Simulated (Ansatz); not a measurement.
`[OH][Sn][Cl]` + H₂S → `[OH][Sn][SH]` + HCl at 700 K and 1 bar (ligand exchange at the Sn–Cl bond).

Gas-phase electronic energies from Ansatz, PBE0-D4/def2-TZVP geometries. CCSD(T)/CBS is the MP2 limit (def2-TZVPP, def2-QZVPP) plus CCSD(T) − MP2 in def2-TZVPP, frozen cores. This one scheme is used for every species. def2 core potentials past Kr. For Sn outer-core shells are correlated without core-valence functions, which leaves a few kJ/mol of doubt a bond. Each species was taken in one conformer, which may not be the lowest.

```tsv
species	CCSD(T)/CBS energy (Eh)	H − E (kJ/mol)	S (J/(mol·K))
`[OH][Sn][Cl]`	-749.66523	78.0	362.1
H₂S	-398.97279	64.8	236.9
`[OH][Sn][SH]`	-688.24306	106.6	386.7
HCl	-460.38127	38.4	211.8
```

H − E and S are ideal-gas, rigid-rotor, harmonic terms from PBE0-D4/def2-TZVP, for one conformer and one mirror image of each species. 1 Eh = 2625.50 kJ/mol, R = 8.31446 J/(mol·K).

Question: By hand: ΔE, ΔH, ΔS and ΔG.

Answer: ΔE = (-688.24306) + (-460.38127) − (-749.66523) − (-398.97279) = 0.01369 Eh = 35.9 kJ/mol. Δ(H − E) = 106.6 + 38.4 − 78.0 − 64.8 = 2.2, so ΔH = 38.1 kJ/mol. ΔS = 386.7 + 211.8 − 362.1 − 236.9 = -0.5 J/(mol·K). ΔG = 38.1 − 700 × (-0.5)/1000 = 38.5 kJ/mol.

Question: By hand: the equilibrium constant, and the temperature at which ΔG would vanish if ΔH and ΔS stayed fixed.

Answer: log₁₀ K = −ΔG/(RT ln 10) = -2.9. ΔH and −TΔS have one sign here, so there is no such temperature. One of them is within its doubt of zero, so this could turn.

The number of gas molecules stays the same, so ΔS is small and ΔH decides. A doubt of 5 kJ/mol in ΔE shifts log₁₀ K by 0.4 here. Other conformers and mirror images would add mixing entropy, several J/(mol·K) or more a flexible species. These are equilibria of isolated gas molecules and say nothing of rates. Largest T1 diagnostic: 0.017 (customary marks: 0.02 for closed shells, 0.045 for open ones).
